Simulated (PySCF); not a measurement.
Input of a run (PBE0-D3(BJ)/def2-SVP geometry optimisation, gas phase (PySCF 2.14.0)), started from GFN2-xTB:
```
{"job": {"xc": "PBE0", "basis": "def2-SVP", "d3": "d3bj", "grid": 1, "shake": 0.01, "kind": "geom"}, "charge": 0, "multiplicity": 1}
C      1.639160    -0.117700     0.021430
C      0.411900    -0.030860     0.001410
B     -1.116430     0.059450    -0.025770
F     -1.702720     1.117590    -0.482360
F     -1.872890    -0.914030     0.412890
H      2.665140    -0.144480     0.027730
```

Output (energies in Eh, forces in Eh/bohr):
```
step   0  E = -300.85995294  max force = 0.076033
step   1  E = -300.86062081  max force = 0.023917
step   2  E = -300.86164856  max force = 0.011673
step   3  E = -300.86221188  max force = 0.024288
step   4  E = -300.86203577  max force = 0.019271
step   5  E = -300.86301032  max force = 0.004311
step   6  E = -300.86306792  max force = 0.001289
step   7  E = -300.86307941  max force = 0.000409
step   8  E = -300.86308596  max force = 0.000552
step   9  E = -300.86309241  max force = 0.001268
step  10  E = -300.86310212  max force = 0.002273
step  11  E = -300.86311320  max force = 0.002049
step  12  E = -300.86313983  max force = 0.000484
step  13  E = -300.86314657  max force = 0.000714
step  14  E = -300.86314496  max force = 0.000468
step  15  E = -300.86314526  max force = 0.000230
optimisation converged
```

Summarise the run.

The energy falls by 2.0 kcal/mol over 16 energy and gradient evaluations, the largest force component goes from 0.0760 to 2.3e-04 Eh/bohr, and the atoms move by 0.022 Å rms after alignment. The bond that changes most is C1–H6 (terminal alkyne carbon to alkyne hydrogen), which lengthens by 0.050 Å. Bonds longer at the end by more than 0.005 Å: 3 of 5; shorter: 2. Among the angles that change most is C2–C1–H6, from 177.4° to 180.0°. The energy rose by more than 1e-6 Eh at steps 4 and 14. The first step brought 21 % of the lowering.

What are the final bond lengths?

C1≡C2 1.215 Å, C2–B3 1.526 Å, B3–F4 1.315 Å, B3–F5 1.316 Å, C1–H6 1.076 Å. Numbering counts from 1 in the input's order; the species is `C#CB(F)F`.

The run used 75 basis functions and 108 SCF cycles in all.

PBE0-D3(BJ)/def2-SVP frequencies: not computed here.
